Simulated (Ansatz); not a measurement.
The same path of BClFGeH$_{4}$N (9 atoms, charge 0, multiplicity 1) was run twice with different band settings. The coordinate that changes most is the dihedral B2–N4–Ge5–H7.

Method: Ansatz, RKS PBE-D4/def2-SVP.

Relaxed end points:

```xyz
9
Properties=species:S:1:pos:R:3
F -0.541 1.561 2.283
B -0.505 0.571 1.380
Cl -1.433 -0.914 1.732
N 0.232 0.676 0.190
Ge 0.360 -0.636 -1.144
H 0.747 1.548 0.034
H -1.044 -0.919 -1.728
H 0.983 -1.919 -0.548
H 1.290 -0.014 -2.216
```

```xyz
9
Properties=species:S:1:pos:R:3
F -0.637 1.885 1.996
B -0.658 1.109 0.902
Cl -2.054 1.260 -0.202
N 0.371 0.198 0.616
Ge 0.445 -0.936 -0.875
H 1.150 0.145 1.278
H -0.772 -1.891 -0.862
H 1.768 -1.726 -0.700
H 0.475 -0.090 -2.170
```

Common settings: spring 5.0 eV/Å²; optimiser quadratic models (default); start path IDPP; force threshold 0.05 eV/Å; iteration limit 60; end points relaxed.

| run | movable images | climbing image |
| --- | --- | --- |
| 1 | 7 | yes |
| 2 | 8 | no |

Task: What does each run give, and how far can it be trusted?

Result: Run 1: converged after 6 iterations, highest image 0.046 eV above the first end. A vibrational analysis at the climbing image gives one clearly imaginary mode, 85i cm⁻¹: a first-order saddle point.
Run 2: converged after 6 iterations, highest image 0.045 eV above the first end. No image climbed, so the highest image needn't sit at the top of the path.
